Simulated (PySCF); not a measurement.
Coordinates in bohr (charge 0 multiplicity 1):
```
Cr    0.0000    0.0000    0.0000
O     2.9584    0.0000    0.0000
O    -1.4792    2.5620    0.0000
O    -1.4792   -2.5620    0.0000
```

These are results of B3LYP/[Cr def2-SVP, O def2-SVP], no relativity, density fitting, PySCF, not measurements.

This geometry of CrO₃ is a stationary point at this level.

Task: What is the point group?

Result: D3h.

Task: Is it a minimum?

Result: No: it has 1 imaginary mode, at 175i cm⁻¹ (a2'').

Task: List the harmonic modes with their infrared intensities.

Result: 
```json
{"symmetry": "a2''", "ω (cm⁻¹)": "175i", "IR (km/mol, summed over degenerate members)": "–", "type": "bend"}
{"symmetry": "e'", "ω (cm⁻¹)": "370", "IR (km/mol, summed over degenerate members)": "0.3", "type": "bend"}
{"symmetry": "a1'", "ω (cm⁻¹)": "1017", "IR (km/mol, summed over degenerate members)": "0.0", "type": "stretch"}
{"symmetry": "e'", "ω (cm⁻¹)": "1138", "IR (km/mol, summed over degenerate members)": "381", "type": "stretch"}
```

Task: Give the atomic charges and bond orders.

Result: 
```csv
atom,Mulliken,Löwdin,polar tensor,Mayer order to Cr1
Cr1,1.07,0.28,1.87,–
"O2,3,4",-0.36,-0.09,-0.62,1.92
```

In D3h the vibrations span a2'' + 2e' + a1'. The a1' mode carries no infrared intensity, as symmetry demands.

Only a few start shapes were tried, so a lower isomer may exist. At this level a singlet minimum of C3v symmetry lies 10 kJ/mol below this structure.
